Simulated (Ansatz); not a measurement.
Program: Ansatz. Geometries: PBE0-D4/def2-TZVP. ΔE: electronic, gas phase. CCSD(T)/CBS is the MP2 limit (def2-TZVPP, def2-QZVPP) plus CCSD(T) − MP2 in def2-TZVPP, frozen cores. Functionals use def2-TZVPP. For Se outer-core shells are correlated without core-valence functions, which leaves a few kJ/mol of doubt a bond. Scalar relativity is left out up to krypton. One conformer a species, not always the lowest.

Consider the cleavage of the Si–Si bond: `C[SiH](F)[SiH2]S` + H₂Se → `S[SiH2][SeH]` + `C[SiH2]F`.

| level | ΔE (kJ/mol) | difference from CCSD(T)/CBS |
| --- | --- | --- |
| PBE0-D4 | -64.5 | 9.6 |
| B2PLYP | -74.8 | -0.7 |
| r2SCAN | -70.4 | 3.7 |
| PBE0 | -67.4 | 6.7 |
| HF/def2-TZVPP | -82.2 | -8.1 |
| MP2/def2-TZVPP | -81.4 | -7.3 |
| CCSD(T)/def2-TZVPP | -70.6 | 3.5 |
| HF/def2-QZVPP | -82.4 | -8.3 |
| SCS-MP2/def2-QZVPP | -81.6 | -7.5 |
| CCSD/CBS(def2) | -75.1 | -1.0 |
| CCSD(T)/CBS | -74.1 | 0 |

Largest T1 diagnostic among the species: 0.012.

From PBE to PBE0 (25 % exact exchange), in def2-TZVPP and without D4, ΔE moves by −4.6 kJ/mol. The D4 term adds +4.0 kJ/mol with B3LYP and +2.8 kJ/mol with PBE0; it sums over pairs of atoms, weighted by their polarisabilities, and B3LYP, whose exchange is more repulsive, gets the larger term.

B3LYP here is the variant with VWN-RPA as its local correlation; programs differ in this.
